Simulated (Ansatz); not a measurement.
H6Si3, SMILES `[SiH3][Si][SiH3]` (excited triplet) (charge 0, multiplicity 3). This triplet is an excited state, 0.38 eV above the relaxed singlet at the level frozen-core CCSD(T)/cc-pVTZ // PBE0-D3(BJ)/def2-TZVP (Ansatz, an electronic-structure program).

Method: frozen-core CCSD(T)/6-31g // PBE0-D3(BJ)/def2-TZVP run with Ansatz.

Ansatz 0.2 input:
```yaml
crystal:
  periodic: [false, false, false]
  atoms:
    - { symbol: Si, position_ang: [-1.921148, 0.732686, 0.143178] }
    - { symbol: Si, position_ang: [0.068064, 0.522732, -1.030843] }
    - { symbol: Si, position_ang: [1.924565, -0.70464, -0.377921] }
    - { symbol: H, position_ang: [-2.594057, -0.586001, 0.301621] }
    - { symbol: H, position_ang: [-1.684958, 1.309616, 1.49536] }
    - { symbol: H, position_ang: [-2.818017, 1.641204, -0.617878] }
    - { symbol: H, position_ang: [2.971319, -0.558026, -1.422812] }
    - { symbol: H, position_ang: [2.464916, -0.209658, 0.918207] }
    - { symbol: H, position_ang: [1.589316, -2.147915, -0.231262] }
basis:
  gaussian: { orbitals: "6-31g" }
correlation:
  method: ccsd_t
magnetization:
  spin_polarized: true
  initial_magnetization: 2
```

Output:

```
Functional definition: HF
612 factors; integrals over basis functions are off by at most 1.8e-4 eV
mean field evaluation 1: about -23674.3452 eV, gradient 8.8e0 eV
mean field evaluation 2: about -23674.3535 eV, gradient 8.8e0 eV
mean field evaluation 4: about -23675.6886 eV, gradient 9.3e-1 eV
mean field evaluation 8: about -23675.7204 eV, gradient 1.1e-2 eV
mean field evaluation 16: about -23675.7009 eV, gradient 4.3e-1 eV
mean field -23675.72039946 eV, -870.0666767004 hartree, gradient 1.8e-6 eV, S^2 2.013346; 0 other end points of the search recorded, 0 dependent functions left out
15 core orbitals not correlated
reference -23675.72039946 eV, -870.0666767004 hartree; 10, 8 occupied and 26, 28 virtual orbitals, 612 factors
second order -3.74424067 eV of doubles, -0.00000000 eV of singles
cycle   1  -4.59915060 eV  change   -8.5e-1 eV  update   7.9e-2
cycle   2  -4.99697321 eV  change   -4.0e-1 eV  update   3.2e-2
cycle   3  -5.01804289 eV  change   -2.1e-2 eV  update   8.0e-3
cycle   4  -5.01860706 eV  change   -5.6e-4 eV  update   2.6e-3
cycle   5  -5.01870405 eV  change   -9.7e-5 eV  update   1.1e-3
cycle   6  -5.01860176 eV  change    1.0e-4 eV  update   3.3e-4
cycle   7  -5.01868286 eV  change   -8.1e-5 eV  update   1.3e-4
cycle   8  -5.01874696 eV  change   -6.4e-5 eV  update   5.2e-5
cycle   9  -5.01872894 eV  change    1.8e-5 eV  update   2.0e-5
perturbative correction -0.08593275 eV, -0.0031579705 hartree
Total energy: -23680.82506115 eV, -870.2542695575 hartree
```
